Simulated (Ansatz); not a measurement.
`CBP` + HI → `CBI` + PH₃  (cleavage of the B–P bond)

Gas-phase electronic energies from Ansatz, PBE0-D4/def2-TZVP geometries. CBS: MP2 limit from def2 TZ/QZ plus the TZ coupled-cluster correction, frozen cores. This one scheme is used for every species. Functionals use def2-TZVPP. B3LYP here is the variant with VWN-RPA as its local correlation; programs differ in this. def2 core potentials past Kr. For I outer-core shells are correlated without core-valence functions, which leaves a few kJ/mol of doubt a bond. One conformer a species, not always the lowest.

`CBP`:

Cartesian coordinates in Å:
```
C 1.063 -0.398 -0.593
B -0.452 -0.329 -0.241
P -1.261 1.170 0.549
H 1.210 -0.623 -1.655
H 1.489 -1.260 -0.061
H 1.652 0.483 -0.332
H -1.187 -1.211 -0.589
H -2.212 0.591 1.418
H -0.302 1.578 1.504
```

HI:

Z-matrix (Å, degrees):
```
I
H 1 1.610
```

`CBI`:

Z-matrix (Å, degrees):
```
C
B 1 1.545
H 1 1.098 2 108.6
H 1 1.089 2 115.8 3 -122.9
H 1 1.097 2 109.0 3 113.6
I 2 2.124 1 122.2 3 121.7
H 2 1.192 1 123.2 3 -58.1
```

PH₃:

```xyz
4

P     0.214   -0.015    0.540
H    -1.148    0.266    0.254
H     0.248   -1.131   -0.338
H     0.687    0.880   -0.456
```

```
             level  ΔE (kcal/mol)
           ωB97X-V          -11.5
             B3LYP          -11.6
         CAM-B3LYP          -11.2
    MP2/def2-TZVPP          -14.2
     HF/def2-QZVPP          -13.2
SCS-MP2/def2-QZVPP          -14.0
      HF/CBS(def2)          -13.2
     MP2/CBS(def2)          -14.4
```

(1) What does CCSD(T)/CBS give? (Best estimate.)

Largest T1 diagnostic among the species: 0.015.

Results:

(1) Ansatz gave: -12.9 kcal/mol. The listed levels differ from it by 1.4, 1.3, 1.7, -1.3, -0.3, -1.1, -0.3, -1.5 kcal/mol.

Leaving LDA and LC-ωPBE aside and taking each functional with its dispersion term where it has one, the values, not all of them listed here, spread over 2.4 kcal/mol, from PBE-QIDH to B97M-V. LDA lies +1.0 kcal/mol from PBE without D4.
